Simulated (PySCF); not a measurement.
A run for PySCF: R-HF/STO-3G on FH4NSe (a complex).

```python
from pyscf import gto, scf, dft, mp
from pyscf.data.elements import chemcore

mol = gto.M(
    atom='''
    N    -1.00135577    0.59995557    0.75958244
    Se   -0.20056191   -0.94693467    0.04936699
    H    -0.82625228    1.39768240    0.15966990
    H    -2.00116174    0.46821383    0.85935833
    H    -0.92866737   -0.99732372   -1.24002666
    F     0.07895835    1.03358709    3.15011595
    H    -0.31806731    0.88955624    2.29185379
    ''',
    basis='sto-3g',
    charge=0, spin=0, verbose=3, max_memory=1800)
mf = scf.RHF(mol)
mf.conv_tol = 1e-8
mf.max_cycle = 100
mf.kernel()
if not mf.converged:
    mf = mf.newton().run(mf.mo_coeff, mf.mo_occ)
```

The log:

```
converged SCF energy = -2527.57779120732
```

Self-consistency was reached.

Cost: roughly 0.3 core-seconds.
